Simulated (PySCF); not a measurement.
All of these have the formula C5H10O2Si. Computed with TDDFT B3LYP/def2-SVPD, vertical, gas phase, core orbitals frozen in the response in PySCF 2.14.0, density-fitted response routines. Geometries: GFN2-xTB; one conformer of each isolated species. Triplets are in the Tamm–Dancoff approximation.

Problem. Rank by computed lowest singlet excitation energy, lowest first.
A. `C=C1O[SiH2]CC[C@H]1O`
B. `C[C@H]1C=CC[Si]1(O)O`
C. `C=C[C@@H]1CC[Si]1(O)O`
D. `C=CC1CO[SiH2]OC1`

Solution. C (5.41 eV), A (5.63 eV), B (5.93 eV), D (6.60 eV).

```tsv
SMILES	S1 (eV)	f (S1)	LUMO (eV)	first f ≥ 0.01 (nm)	α (au)	S1 mainly
C=C[C@@H]1CC[Si]1(O)O	5.41	0.001	-0.24	216	91.0	H→L (96%)
C=C1O[SiH2]CC[C@H]1O	5.63	0.032	-0.13	220	90.9	H→L (86%)
C[C@H]1C=CC[Si]1(O)O	5.93	0.007	-0.19	190	87.0	H→L (96%)
C=CC1CO[SiH2]OC1	6.60	0.003	-0.14	184	87.5	H-1→L (95%)
```

H and L stand for HOMO and LUMO.
